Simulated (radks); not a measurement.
Question: Nb2+, configuration [Kr] 4d3. Calculated with a radial shooting solver on a logarithmic mesh with Libxc functionals: scalar-relativistic Kohn-Sham, OLYP, spin-polarised, spherical densities, point nucleus; open shells are filled with parallel spins first (spin-orbit coupling, left out, can overturn this in heavy ions). Some entries of the table are withheld. Estimate them.

orbital,occ.,eigenvalue (Ry),r(max) (bohr),<r^2> (bohr^2)
1s down,1,-1383.544,0.02349,0.001758
1s up,1,-1383.543,0.02349,0.001758
2s up,1,-194.8421,0.1332,0.02944
2s down,1,-194.8182,0.1332,0.02944
2p up,3,-174.1462,0.1065,0.02318
2p down,3,-174.1288,0.1064,0.02318
3s up,1,-33.61880,0.3955,0.2248
3s down,1,-33.60734,0.3956,0.2247
3p up,3,-26.85130,0.3892,0.2310
3p down,3,-26.83791,0.3893,0.2309
3d up,5,-15.80233,0.3339,0.2251
3d down,5,-15.77999,0.3341,0.2249
4s up,1,-5.63193,(1),1.519
4s down,1,-5.49566,(2),1.499
4p up,3,-3.87469,(3),1.911
4p down,3,-3.72070,(4),1.893
4d up,3,-1.46194,1.443,3.942
4d down,0,-1.31457,1.430,4.419

Answer: 
(1) 4s up r(max) (bohr): 1.033
(2) 4s down r(max) (bohr): 1.029
(3) 4p up r(max) (bohr): 1.124
(4) 4p down r(max) (bohr): 1.118
